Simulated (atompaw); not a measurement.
**An all-electron radial function and its pseudo partner (nitrogen)**

Columns: radius, all-electron u(r) and pseudo u(r) of the 2s shell (level -18.58 eV) of nitrogen in the configuration [He] 2s2 2p3; PBE, scalar-relativistic, PAW (atompaw) scheme, atompaw 4.2.0.5.

```tsv
r (bohr)	all-electron	pseudo
0.079	-0.3576	0.1043
0.158	-0.3612	0.2069
0.237	-0.2107	0.3060
0.315	-0.0095	0.3989
0.394	0.1977	0.4866
0.473	0.3844	0.5665
0.552	0.5415	0.6374
0.631	0.6667	0.6987
0.710	0.7609	0.7495
0.788	0.8264	0.7892
0.867	0.8684	0.8187
0.946	0.8900	0.8375
1.025	0.8951	0.8461
1.104	0.8871	0.8452
1.183	0.8689	0.8356
1.262	0.8431	0.8184
1.340	0.8121	0.7950
1.419	0.7770	0.7660
1.498	0.7394	0.7329
1.577	0.7004	0.6971
1.656	0.6610	0.6594
1.735	0.6217	0.6211
1.813	0.5835	0.5833
1.892	0.5458	0.5458
1.971	0.5095	0.5095
2.050	0.4747	0.4747
```

(1) How many radial nodes do the two functions have?

(2) Where does each function peak?

(3) Is the pseudo-wave norm-conserving?

## Answers

(1) The all-electron 2s function has n − l − 1 = 1; the pseudo-wave has 0, since the states of the same l below it are removed with the core.

(2) Outermost all-electron maximum near 1.02 bohr, pseudo maximum near 1.02 bohr (to the table’s step).

(3) No, it belongs to a PAW set: the norm inside the radius is not constrained, and the difference is carried by the augmentation charge.
